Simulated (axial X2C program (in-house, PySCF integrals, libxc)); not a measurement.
# Potential curves of SnAs, scalar-relativistic

All values were computed with an in-house relativistic program for diatomic molecules. Spin-free means the one-electron spin-free X2C Hamiltonian. Basis: Sn dyall-cv3z [11s12p9d4f1g], As dyall-cv3z [9s9p6d4f1g] (cores contracted in-house); Gaussian nuclei, density fitting, unrestricted open shells. Masses: Sn 119.902 u, As 74.922 u.

State: M_S = 1/2, Λ = 1 (beyond evenly filled blocks: π+α, π+β, π-α). Energies in eV from the fragments at the same level (Sn + As). Fits are polynomials in 1 − R0/R over 0.85 to 1.23 times the lowest point R0.

```tsv
R (Å)	HF	CCSD(T)	PBE0	CCSD
2.1263	0.6266		-1.5847	
2.2240	-0.0054	-1.7848	-2.1776	-1.6047
2.2974	-0.3021	-2.0660	-2.4268	-1.8779
2.3707	-0.4940	-2.2124	-2.5496	-2.0181
2.4440	-0.6078	-2.2583	-2.5761	-2.0609
2.5295	-0.6659	-2.2198	-2.5175	-2.0244
2.6151	-0.6642	-2.1146	-2.3943	-1.9274
2.7251	-0.6010	-1.9248	-2.1878	-1.7544
2.8595	-0.4702		-1.9119	
3.0550			-1.5142
```

Correlated methods: 9 electrons correlated (number of frozen shells: Sn 4 s, 3 p, 2 d; As 3 s, 2 p, 1 d), 293 virtual spin orbitals or spinors in MP2, 90 natural virtuals in coupled cluster.

Occupations by symmetry block were frozen at the best pattern of an incomplete PBE0 search. De is counted from the lowest determinant-based energies of the atoms at the same level, without counterpoise correction. Coupled cluster ran in a truncated set of natural virtual spinors; the MP2 energy of the rest was added. (T) has no such correction and the atoms are truncated less, which lowers De at CCSD(T) by a hundredth of an eV or more. PBE0 can misorder states that lie within some tenths of an eV, so this need not be the ground state of the molecule. The nearest other spin-free determinant of the search, M_S = 1/2, Λ = 0, lies 0.40 eV up at the distance of the search. The functionals have no current-density term, which raises determinants with orbital currents, atoms included. The determinant is spin-polarised beyond a pure state at some levels (its spin-free form has ⟨S²⟩ too high), which makes Re and μ there less reliable. The T1 diagnostic is large, a sign of multireference character. The stretched end of a curve changes character and is left out. With the outer-core shells frozen, correlated bond lengths of heavy atoms tend to come out a few hundredths of an ångström too long. Spin-free De lacks the spin–orbit lowering of the heavy p-block atom, a tenth of an eV or more for 4p and 5p, up to an eV for 6p and one to two eV for 7p atoms, less what an open-shell molecule gains itself. Coupled cluster ran on the points near the minimum only. MP2 and coupled cluster on one determinant become unreliable at the stretched end.

Task: Fit the HF curve near its minimum: give the equilibrium distance, the harmonic wavenumber and the well depth.

Result: At HF, spin-free: Re = 2.568 Å, ωe ≈ 204 cm⁻¹, De = 0.67 eV to Sn + As; Be follows as 0.0554 cm⁻¹.

Task: What are Re, ωe and De at the CCSD(T) level?

Result: At CCSD(T), spin-free: Re = 2.449 Å, ωe ≈ 281 cm⁻¹, De = 2.26 eV to Sn + As; Be follows as 0.061 cm⁻¹.

Task: Fit the PBE0 curve near its minimum: give the equilibrium distance, the harmonic wavenumber and the well depth.

Result: At PBE0, spin-free: Re = 2.430 Å, ωe ≈ 289 cm⁻¹, De = 2.58 eV to Sn + As; Be follows as 0.0619 cm⁻¹.

Task: Fit the CCSD curve near its minimum: give the equilibrium distance, the harmonic wavenumber and the well depth.

Result: At CCSD, spin-free: Re = 2.448 Å, ωe ≈ 273 cm⁻¹, De = 2.06 eV to Sn + As; Be follows as 0.061 cm⁻¹.
